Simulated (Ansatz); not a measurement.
Basis-set extrapolation for C$_{2}$H$_{6}$MgN, SMILES `C[N](C)[Mg]` radical (PBE0-D4/def2-TZVP geometry, frozen core, Ansatz). Multiplicity 2, UHF reference. For Mg the program correlates outer-core shells too, which these sets cover unevenly, so the extrapolated numbers aren't a true limit.

```csv
,def2-TZVPP,def2-QZVPP
HF,-333.312485,-333.328435
MP2 correlation,-0.752875,-0.827018
CCSD(T) correlation,-0.814105,not run
```

Energies in hartree. Use E(X) = E(∞) + A·exp(−7.88·√X) for Hartree–Fock and E(X) = E(∞) + B·X^(−2.97) for correlation, with X = 3 and 4, and add CCSD(T) minus MP2 of the smaller set to the MP2 limit.

Question: What is the CCSD(T) energy at the basis-set limit?

Answer: HF limit: -333.328435 + (-0.015950) × 0.13774 = -333.33063. MP2 limit: -0.827018 + (-0.074143) × 0.74074 = -0.88194. Higher-order term: -0.814105 − (-0.752875) = -0.06123. Total: -334.27380 hartree, 386.5 kJ/mol below CCSD(T)/def2-TZVPP.
